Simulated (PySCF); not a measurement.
## Electron correlation in As(3+) (arsenic, charge +3)

[Ar] 3d10 4s2, closed-shell 1S. All numbers are calculated (PySCF 2.14, scalar relativity by spin-free X2C-1e, in x2c-QZVPPall (11s8p5d4f1g, 97 functions)). Frozen: [Ne]; 20 electrons correlated.

```csv
level,correlation energy (mhartree)
CCSD,-734.84
(T),-10.03
CCSD(T),-744.87
```

Diagnostics: T1 = 0.0055, D1 = 0.0165, largest double amplitude 0.084.

Task: Is a single reference adequate?

Result: Mostly. T1 lies below 0.03, but a double amplitude of this size points to a near-degeneracy that CCSD handles and MP2 describes poorly.

This basis was not built for core-valence correlation, so the inner-shell part is incomplete.
